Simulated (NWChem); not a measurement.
# C3H3FO; SMILES FC1=COC1

```xyz
8

F     -0.0004    -1.8567     0.0000
C      0.0526    -0.5264     0.0000
C      0.9976     0.4155     0.0000
O      0.1141     1.5122     0.0000
C     -1.0013     0.5498     0.0000
H      2.0710     0.5460     0.0000
H     -1.6092     0.6641     0.9018
H     -1.6092     0.6641    -0.9018
```
Atoms are numbered in this order, from 1.

Computed with NWChem. Pople sets run with spherical d functions. Structure relaxed at the B3LYP/6-31G* (spherical d) level. Level: M05-2X/6-31G* with COSMO at NWChem's default radii, gas-phase geometry; rows give the dielectric constant.

```tsv
dielectric constant	electrostatic solvation energy (kcal/mol)	dipole in solution (D)
2.0	-2.1	0.58
3.9	-3.2	0.63
7.6	-3.8	0.67
20.7	-4.2	0.69
46.7	-4.3	0.70
```
